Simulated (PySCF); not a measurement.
PySCF 2.14 output of an unrestricted r2SCAN calculation on a single atom or ion in aug-cc-pCVDZ (5s4p2d, 27 functions), with the non-relativistic Hamiltonian (point nucleus):

```
SCF conv_tol = 1e-09
number electrons alpha = 3  beta = 1
    J. W. Furness, A. D. Kaplan, J. Ning, J. P. Perdew, and J. Sun.,  J. Phys. Chem. Lett. 11, 8208-8215 (2020)
    J. W. Furness, A. D. Kaplan, J. Ning, J. P. Perdew, and J. Sun.,  J. Phys. Chem. Lett. 11, 9248-9248 (2020)
    J. W. Furness, A. D. Kaplan, J. Ning, J. P. Perdew, and J. Sun.,  J. Phys. Chem. Lett. 11, 8208-8215 (2020)
    J. W. Furness, A. D. Kaplan, J. Ning, J. P. Perdew, and J. Sun.,  J. Phys. Chem. Lett. 11, 9248-9248 (2020)
cycle= 1 E= -14.5689121124967  delta_E= -0.00116  |g|= 0.00347  |ddm|= 0.124
cycle= 2 E= -14.5689213687822  delta_E= -9.26e-06  |g|= 0.000417  |ddm|= 0.00927
cycle= 3 E= -14.5689214935941  delta_E= -1.25e-07  |g|= 6.73e-05  |ddm|= 0.00273
cycle= 4 E= -14.5689214960615  delta_E= -2.47e-09  |g|= 2.22e-06  |ddm|= 0.000453
cycle= 5 E= -14.5689214960682  delta_E= -6.7e-12  |g|= 2.07e-07  |ddm|= 2.8e-05
converged SCF energy = -14.5689214960682  <S^2> = 2.0000061  2S+1 = 3.0000041
```

The run itself started from symmetry-adapted Hartree-Fock orbitals and held the occupation by maximum overlap, on a logarithmic radial grid, so the iterations belong to that start.

**Question.** Which element, charge and spin multiplicity is this?

**Answer.** Be (beryllium, neutral), multiplicity 3; the state was [He] 2s1 2p1, high-spin 3P determinant (an excited configuration).
